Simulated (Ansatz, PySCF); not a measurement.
C3H10O2SeSi (SMILES CO[Si](C)([SeH])OC), singlet, geometry from GFN2-xTB. Base run: CASSCF(2,4)/STO-3G run with PySCF.

The PySCF input:
```python
from pyscf import gto, scf, mcscf
import numpy

mol = gto.Mole()
mol.atom = '''
    C    -1.198337   -2.351791   -0.468691
    O     0.037751   -1.763424   -0.180448
    Si    0.423812   -0.195493   -0.336935
    C     0.695601    0.278139   -2.164116
    Se   -1.229530    1.067477    0.603168
    O     1.679427    0.131544    0.623460
    C     2.980080   -0.375094    0.517558
    H    -1.252553   -3.299306    0.066619
    H    -1.294474   -2.530225   -1.541894
    H    -2.019291   -1.705031   -0.142435
    H    -0.236778    0.257645   -2.721195
    H     1.384734   -0.410599   -2.645797
    H     1.106412    1.279360   -2.253792
    H    -0.384197    2.099900    1.103013
    H     3.442642   -0.042842   -0.413801
    H     2.971397   -1.464897    0.542515
    H     3.551281    0.006196    1.363544
'''
mol.basis = 'sto-3g'
mol.charge = 0
mol.spin = 0
mol.verbose = 4
mol.build()

mf = scf.RHF(mol)
mf.kernel()
mc = mcscf.CASSCF(mf, 4, 2)
mc.fix_spin_(ss=0.0)
mc.kernel()
occ = numpy.linalg.eigvalsh(mc.fcisolver.make_rdm1(mc.ci, mc.ncas, mc.nelecas))[::-1]
ss = mc.fcisolver.spin_square(mc.ci, mc.ncas, mc.nelecas)[0]
print('natural occupations', occ.round(4), ' <S^2>', round(ss, 4))
```

Programs used: Ansatz (an electronic-structure program), PySCF; a row that names a program was run with it.

Variants of this job, named by their change:

```json
[
 {"change": "base", "ΔE vs base (kcal/mol)": "0.000", "natural occupations": "1.97 0.03 0.00 0.00", "<S^2> of the state": "0.00", "outcome": "converged"},
 {"change": "code = ansatz; correction = SC-NEVPT2, all electrons", "ΔE vs base (kcal/mol)": "-164.7", "natural occupations": "-", "<S^2> of the state": "-", "outcome": "converged"},
 {"change": "fix_spin_ = off", "ΔE vs base (kcal/mol)": "0.000", "natural occupations": "1.97 0.03 0.00 0.00", "<S^2> of the state": "0.00", "outcome": "converged"},
 {"change": "start = MP2 natural orbitals", "ΔE vs base (kcal/mol)": "-0.76", "natural occupations": "1.98 0.02 0.00 0.00", "<S^2> of the state": "0.00", "outcome": "converged"},
 {"change": "active space = 10 electrons, 9 orbitals", "ΔE vs base (kcal/mol)": "-", "natural occupations": "-", "<S^2> of the state": "-", "outcome": "not converged"},
 {"change": "active space = 8 electrons, 9 orbitals", "ΔE vs base (kcal/mol)": "-", "natural occupations": "-", "<S^2> of the state": "-", "outcome": "not converged"},
 {"change": "active space = 8 electrons, 7 orbitals", "ΔE vs base (kcal/mol)": "-21.68", "natural occupations": "1.99 1.99 1.98 1.98 0.03 0.02 0.01", "<S^2> of the state": "0.00", "outcome": "converged"},
 {"change": "orbitals = fixed (CASCI); correction = SC-NEVPT2", "ΔE vs base (kcal/mol)": "-161.6", "natural occupations": "2.00 0.00 0.00 0.00", "<S^2> of the state": "0.00", "outcome": "converged"},
 {"change": "code = ansatz", "ΔE vs base (kcal/mol)": "-0.74", "natural occupations": "-", "<S^2> of the state": "-", "outcome": "converged"},
 {"change": "solver = newton", "ΔE vs base (kcal/mol)": "0.000", "natural occupations": "1.97 0.03 0.00 0.00", "<S^2> of the state": "0.00", "outcome": "converged"},
 {"change": "state_average = 2 states", "ΔE vs base (kcal/mol)": "13.06", "natural occupations": "-", "<S^2> of the state": "-", "outcome": "converged"}
]
```

Active orbitals are taken around the Fermi level unless the row says otherwise; CASSCF can end in different local minima, and two programs can end on different orbitals. State-averaged rows give the lowest state.

Ansatz warned in this series: the state or the total is in doubt.
